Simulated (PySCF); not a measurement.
decane: 4 charge schemes on one density

Decane, C10H22.
Structure used (PBE0-D3(BJ)/def2-SVP), in Å, numbered top down from 1:
```xyz
32
C10H22 angstrom
C     -5.5750   -0.8351    0.0501
C     -4.3592   -0.0697   -0.4471
C     -3.0428   -0.5887    0.1151
C     -1.8207    0.1729   -0.3766
C     -0.5050   -0.3430    0.1879
C      0.7158    0.4214   -0.3029
C      2.0317   -0.0868    0.2686
C      3.2476    0.6832   -0.2303
C      4.5760    0.2526    0.3853
C      4.9924   -1.1737    0.0563
H     -5.6586   -0.7829    1.1477
H     -5.5148   -1.9013   -0.2224
H     -6.5094   -0.4366   -0.3735
H     -4.4638    0.9999   -0.1921
H     -4.3214   -0.1086   -1.5503
H     -3.0775   -0.5500    1.2195
H     -2.9338   -1.6591   -0.1394
H     -1.9311    1.2431   -0.1231
H     -1.7853    0.1330   -1.4807
H     -0.5411   -0.3030    1.2920
H     -0.3928   -1.4131   -0.0655
H      0.5998    1.4925   -0.0552
H      0.7553    0.3764   -1.4066
H      2.1377   -1.1587    0.0262
H      1.9953   -0.0332    1.3725
H      3.0925    1.7580   -0.0304
H      3.3085    0.5910   -1.3306
H      4.5221    0.3767    1.4818
H      5.3641    0.9460    0.0459
H      4.2871   -1.9140    0.4646
H      5.9853   -1.4068    0.4702
H      5.0416   -1.3324   -1.0335
```

Density: PBE0/pcSseg-1 (PySCF); schemes: Mulliken, IAO, Hirshfeld and ESP-fitted. The structure is a single PBE0-D3(BJ)/def2-SVP conformer in the gas phase; no vibrational or solvent corrections.

Question: What partial charge does each atom carry?

Answer: In e; atoms taken as equivalent share a row and are averaged (×n: the atom named and its like, n in all):

```tsv
atom	environment	Mulliken	IAO	Hirshfeld	ESP-fitted
C1/C10	methyl carbon	-0.281	-0.408	-0.115	-0.335
C2/C9	chain CH2 carbon	-0.260	-0.241	-0.064	+0.167
C3/C8	chain CH2 carbon	-0.240	-0.242	-0.065	-0.067
C4/C7	chain CH2 carbon	-0.237	-0.242	-0.065	+0.045
C5/C6	chain CH2 carbon	-0.227	-0.240	-0.065	+0.003
H11 (×6)	methyl hydrogen	+0.113	+0.133	+0.037	+0.078
H14/H15/H28/H29	methylene hydrogen	+0.114	+0.125	+0.034	-0.019
H16/H17/H26/H27	methylene hydrogen	+0.112	+0.121	+0.033	+0.010
H18/H19/H24/H25	methylene hydrogen	+0.114	+0.120	+0.032	-0.008
H20/H21/H22/H23	methylene hydrogen	+0.113	+0.120	+0.032	-0.005
```

Mean size of the charges over all atoms: IAO 0.172 e, Mulliken 0.156 e, ESP-fitted 0.068 e, Hirshfeld 0.047 e. Each set sums to the total charge, 0, to within 0.001 e. The Mulliken scheme gives each basis function's population to the atom it is centred on and halves the overlap population of two atoms between them. The Hirshfeld scheme divides the density at each point in proportion to the densities of the neutral, spherically averaged free atoms.

Some averages cover members that differ in this geometry: C5/C6, ESP-fitted -0.094 to +0.101; C3/C8, ESP-fitted -0.133 to -0.001; C4/C7, ESP-fitted -0.013 to +0.103; C2/C9, ESP-fitted +0.112 to +0.222 e.

Lowest charge. All schemes agree: Mulliken C1/C10 (-0.281); IAO C1/C10 (-0.408); Hirshfeld C1/C10 (-0.115); ESP-fitted C1/C10 (-0.335).

Highest charge. The schemes don't all agree: Mulliken H14/H15/H28/H29 and H18/H19/H24/H25 (+0.114); IAO H11 (×6) (+0.133); Hirshfeld H11 (×6) (+0.037); ESP-fitted C2/C9 (+0.167).

Question: Sum the charges by element.

Answer: 
```
element  atoms  Mulliken     IAO  Hirshfeld  ESP-fitted
      C     10    -2.490  -2.747     -0.749      -0.372
      H     22    +2.490  +2.747     +0.749      +0.372
```

Question: How closely do the schemes follow one another over all atoms?

Answer: Correlation coefficient and root-mean-square difference: IAO with Hirshfeld 1.00, 0.137 e; Mulliken with IAO 0.99, 0.034 e; Mulliken with Hirshfeld 0.98, 0.118 e; Hirshfeld with ESP-fitted 0.40, 0.100 e; IAO with ESP-fitted 0.38, 0.179 e; Mulliken with ESP-fitted 0.25, 0.176 e.
